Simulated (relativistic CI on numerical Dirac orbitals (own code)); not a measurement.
**One change at a time: Gd XXXV**

Base calculation: Dirac-Coulomb-Breit CI, KLI orbitals optimised for each configuration, model QED (radiative potential, 1s self-energy scaled to tabulated hydrogen-like ionisation energies), unscaled Slater integrals.

CI space (outside the closed core [Ar] 3d10): 4s2, 4s 4p, 4p2, 4s 4d, 4d2, 4s 4f, 4p 4d, 4f2, 4p 4f, 4d 4f, 4s 5s, 4s 5p, 4s 5d, 4s 5f, 4s 5g, 4s 6s. Levels of other configurations are missing.

Variants: (1) P86 correlation estimate; (2) QED terms removed; (3) one mean potential for all configurations. Shifts of the energy above 4s2 1S_0, in cm⁻¹, for the lowest level and the first level of each name with at least 55 % of one term (blank where a level changes its place among those of its configuration and J or its character, or is not in the variant):

```
      Level     Base   Δ(1)    Δ(2)  Δ(3)
   4s2 1S_0        0      0       0     0
4s 4p 3P°_0   523329   +616   +5698  +238
4s 4p 3P°_1   564718   +617   +5690  +232
4s 4p 3P°_2   893204   +616   +5189  +233
4s 4p 1P°_1  1015634   +623   +5248  +219
   4p2 3P_0  1210952  +1208  +11510  +474
   4p2 3P_1  1541105  +1212  +11050  +458
   4p2 1D_2  1548509  +1217  +10804  +448
 4s 4d 3D_1  1898067  +1314   +6066  +225
 4s 4d 3D_2  1928160  +1295   +6856  +262
 4s 4d 3D_3  1974330  +1313   +5857  +216
   4p2 1S_0  1994026  +1212  +10513  +455
 4s 4d 1D_2  2082247  +1286   +6955  +284
4p 4d 3F°_2  2450331  +1870  +11894  +463
```

At this charge energies of transitions that change n are usually good to better than 1 %, and those within a shell (Δn = 0) to a few per cent.

Ionisation energy from the two ground configurations alone: base 1480.99 eV; P86 correlation estimate 1481.82 eV; QED terms removed 1481.71 eV. The NIST ASD value (theoretical) is 1481 eV.

LS names give the leading component of a level, which can be under half, so a name can repeat, a term be missing and a line seem to break the LS rules.
